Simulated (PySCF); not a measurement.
C6H8OS, SMILES COc1ccc(C)s1 at its GFN2-xTB optimised geometry (Å):

```
16

C     -2.3364    -2.0599     0.0100
O     -0.9460    -2.2732    -0.0025
C     -0.1627    -1.1766     0.0000
C      1.1965    -1.1766     0.0000
C      1.7376     0.1316     0.0000
C      0.8076     1.1169    -0.0001
C      0.9995     2.5915     0.0017
S     -0.8021     0.4452     0.0005
H     -2.6435    -1.5156     0.9094
H     -2.6569    -1.4939    -0.8711
H     -2.7956    -3.0463     0.0015
H      1.7815    -2.0766    -0.0003
H      2.7956     0.3259    -0.0002
H      2.0620     2.8223    -0.0239
H      0.5196     3.0463    -0.8648
H      0.5650     3.0382     0.8963
```

Method: PBE/def2-TZVP run with PySCF. Cells within 0.4 Å of a nucleus heavier than hydrogen are left out (blank, or x).

Map of the electron localisation function on the plane z = 0.0 Å:

```
|0000000000000000000000000000000|
|0000000000000000000000000000000|
|0000000000000000000000000000000|
|0000000000000000000000000000000|
|0000000000000000110024530000000|
|0000000000000002333379983000000|
|0000000000000014664799997000000|
|000000000000002563x899998000000|
|00000000000000135xx699995000000|
|0000000000110002552678840000000|
|0000000013453102799621000000000|
|00000000367875455x4510000000000|
|00000001478963783xx642688720000|
|0000000048981x187x7857999970000|
|000000002786xx16558xx8999981000|
|0000000003760034115xx6999970000|
|0000000000246885127865789830000|
|0000000120014863654884112100000|
|00000024541024xx86xx53000000000|
|00000035753357xx87xx87300000000|
|00000024xx576873557999830000000|
|00000135xx68xx72027999970000000|
|000014899657xx83006999970000000|
|0000499998248984003999930000000|
|0000799998016773000577300000000|
|0000699998002442000000000000000|
|0000189995000110000000000000000|
|0000015761000000000000000000000|
|0000000000000000000000000000000|
|0000000000000000000000000000000|
|0000000000000000000000000000000|
```
Scale: ten equal steps from 0.000 (start of '0') to 1.000 (end of '9'), in the order '0123456789'; x runs from -5.50 to 5.50, y from -5.50 (bottom) to 5.50 (top).
